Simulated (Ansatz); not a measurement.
Input file for Ansatz (a program for electronic structure): R-PBE/def2-TZVPP on FGeH3O (SMILES [OH][GeH2][F]), a point of a torsion scan.

Ansatz 0.2 input:
```yaml
crystal:
  periodic: [false, false, false]
  atoms:
    - {symbol: O, position_ang: [1.22879926, -0.07567915, -0.45548119]}
    - {symbol: Ge, position_ang: [-0.40095263, -0.14702554, 0.07620427]}
    - {symbol: F, position_ang: [-1.20647832, 1.00244850, -0.93820256]}
    - {symbol: H, position_ang: [1.94032497, 0.17101448, 0.12972034]}
    - {symbol: H, position_ang: [-0.60616158, 0.36394560, 1.46967641]}
    - {symbol: H, position_ang: [-0.97523059, -1.45722888, -0.33671674]}
basis:
  gaussian:
    orbitals: def2-TZVPP
hamiltonian:
  xc: {name: PBE}
scf: {lower_state_search: off}
```

The head of its log:

```
WARN ansatz: RAYON_NUM_THREADS=1 ignored (pool sized by the plan → 1); use --threads N
Functional definition: PBE
these checks for a lower state are left out or cut short: stability, starts, cluster_reference, orbital_swaps, neighbouring_geometries, increment
integrals: 0.06 GiB planned
842 factors; their error is unknown
mean field: 0.45 GiB planned
mean field evaluation 1: about -61313.0041 eV, gradient 7.6e1 eV
mean field evaluation 2: about -61259.6169 eV, gradient 1.8e2 eV
```

Task: Predict the final total energy.

Result: -2253.5118 hartree.
